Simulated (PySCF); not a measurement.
Computed with UPBE0 in PySCF with V def2-SVP, S def2-SVP; no relativity; density-fitted integrals.

```xyz
3
charge 0 multiplicity 2, angstrom
V     0.0000    0.0000   -0.6232
S     1.6804    0.0000    0.4965
S    -1.6804    0.0000    0.4965
```

VS2 (doublet), along the line from V1 (at 0) through S2 (at 2.019 Å).

Task: Tabulate the fields along this line at -0.71, -0.50, -0.30, -0.10, 0.20, 0.40, 0.61, 0.81, 1.01, 1.21, 1.41, 1.62, 1.82, 2.12, 2.32, 2.52, 2.73, 2.93, 3.13 Å.

Result: 
```tsv
distance (Å)	electron density (e/Å³)	spin density (e/Å³)	electron localisation function	electrostatic potential (V)
-0.71	2.01	0.216	0.742	34.5
-0.50	7.1	0.591	0.874	85.8
-0.30	15.9	1.22	0.257	286
-0.10	427	0.518	0.748	1790
0.20	55.3	1.21	0.487	601
0.40	10.7	1.09	0.754	153
0.61	3.75	0.4	0.76	52.9
0.81	1.34	0.117	0.358	24.2
1.01	0.976	0.0185	0.446	16.8
1.21	1.18	-0.0302	0.732	22.7
1.41	1.47	-0.0513	0.304	47.9
1.62	4.15	-0.0201	0.186	117
1.82	63.5	-0.0828	0.853	419
2.12	185	-0.226	0.267	1300
2.32	16.4	-6.85e-05	0.753	201
2.52	1.8	-0.0106	0.0986	73
2.73	1.11	-0.0131	0.77	29.8
2.93	0.661	-0.00837	0.931	11.9
3.13	0.331	-0.0049	0.91	4.34
```

On a grid of 0.10 Å the density has a local minimum along the bond near 1.01 Å from V, at 0.98 e/Å³, where the ELF is 0.45.

Other spin states or occupations of the open shell can lie lower.
